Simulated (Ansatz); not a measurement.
C2H6F2Si, SMILES CC[SiH](F)F.

Coordinates come from a r2SCAN-D4/def2-SVP optimisation. The values are those of a single conformer.

Two levels are set side by side: PBE/def2-SVPD (Ansatz, a quantum-chemistry and plane-wave program) and CAM-B3LYP/def2-SVPD (Ansatz). Energy differences of separate SCF runs at the same geometry; the states with an electron removed or added have multiplicity 2 and 2. Differences are taken from unrounded values.

| quantity | CAM-B3LYP |
|---|---|
| vertical ionisation energy (eV) | 11.38 |
| vertical singlet–triplet gap (eV) | 8.19 |

Q: What does PBE give, and how far is it from CAM-B3LYP? (An estimate is asked for; the answer gives what the named calculation found.)

A: 
```
quantity                             PBE  PBE minus CAM-B3LYP
---------------------------------  -----  -------------------
vertical ionisation energy (eV)    10.71                -0.67
vertical singlet–triplet gap (eV)   7.31                -0.88
```
